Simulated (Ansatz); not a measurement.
Cu₅Se₅⁻, relaxed as a singlet with RKS PBE-D4/def2-SVP in Ansatz, starting from the GFN2-xTB geometry. Force threshold 0.03 eV/Å.

The structure comes from a short search, and lower isomers may exist.

Start:

```xyz
10

Cu    0.709    1.173   -0.018
Cu    0.177   -0.071    2.089
Cu   -1.080    1.868   -2.452
Cu   -0.833   -0.695   -0.159
Cu    1.563   -1.132    0.528
Se   -2.749   -1.320   -1.642
Se    1.500   -1.096    3.918
Se   -2.674    0.381   -3.182
Se    0.548    3.041   -1.470
Se    2.839   -2.148    2.388
```

**Question.** Estimate the energy that the relaxation releases and the steps that it takes.

**Answer.** 423.1 kJ/mol, in 43 steps; 6.8 min on 6 threads of Arm Neoverse V1 on a shared host. No frequencies were taken in this run, so the end may be a saddle point.

**Question.** Does the start keep its bonding and symmetry?

**Answer.** Bonds lost: Cu1–Cu4 (atoms count from 1). Bonds formed: Cu1–Se10, Cu2–Se9, Cu4–Se7, Cu5–Se8 (atoms count from 1). Metal–metal contacts that move far: Cu2–Cu3 5.10 to 2.59 Å, Cu3–Cu5 4.99 to 2.50 Å, Cu2–Cu5 2.34 to 3.28 Å, Cu1–Cu3 3.10 to 2.59 Å, Cu3–Cu4 3.45 to 2.95 Å.

**Question.** Predict the relaxed structure.

**Answer.** 
| atom | x (Å) | y (Å) | z (Å) |
| --- | --- | --- | --- |
| Cu1 | 1.9010 | 0.8867 | -0.1361 |
| Cu2 | 0.0379 | 1.2528 | 1.3311 |
| Cu3 | -0.4500 | 1.0820 | -1.2061 |
| Cu4 | -1.2695 | -0.8577 | 0.8532 |
| Cu5 | 0.5536 | -1.1713 | -0.8246 |
| Se6 | -2.9268 | -1.2658 | -0.6637 |
| Se7 | 0.4044 | -0.7481 | 2.4802 |
| Se8 | -1.1675 | -0.8240 | -2.3738 |
| Se9 | 0.6569 | 2.9056 | -0.2212 |
| Se10 | 2.2600 | -1.2602 | 0.7611 |
Bond lengths (bridged metal pairs left out): 10 × Cu–Se 2.28 to 2.37 Å; 2 × Cu–Cu 2.50 to 2.95 Å; 2 × Se–Se 2.49 to 2.58 Å.
